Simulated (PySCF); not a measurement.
Input for PySCF: R-B3LYP/3-21G on GeH5NSi (SMILES [NH2][Ge][SiH3]), a point of a torsion scan.

```python
from pyscf import gto, scf, dft, mp
from pyscf.data.elements import chemcore

mol = gto.M(
    atom='''
    N     1.77649277   -0.13066060    0.19260853
    Ge    0.55732707   -0.09539257    1.52509305
    Si   -1.34278060    0.04641689    0.01863528
    H     2.76896548   -0.18989931    0.36927910
    H     1.62406630   -0.09756279   -0.80449354
    H    -1.46863103   -1.08800694   -0.91425057
    H    -2.64673821    0.10847094    0.69789748
    H    -1.33391774    1.22477256   -0.86705070
    ''',
    basis='3-21g',
    charge=0, spin=0, verbose=3, max_memory=1800)
mf = dft.RKS(mol, xc='b3lyp')
mf.conv_tol = 1e-8
mf.max_cycle = 100
mf.kernel()
if not mf.converged:
    mf = mf.newton().run(mf.mo_coeff, mf.mo_occ)
```

**Question.** Give the final energy of this run.

**Answer.** -2412.4085 hartree.
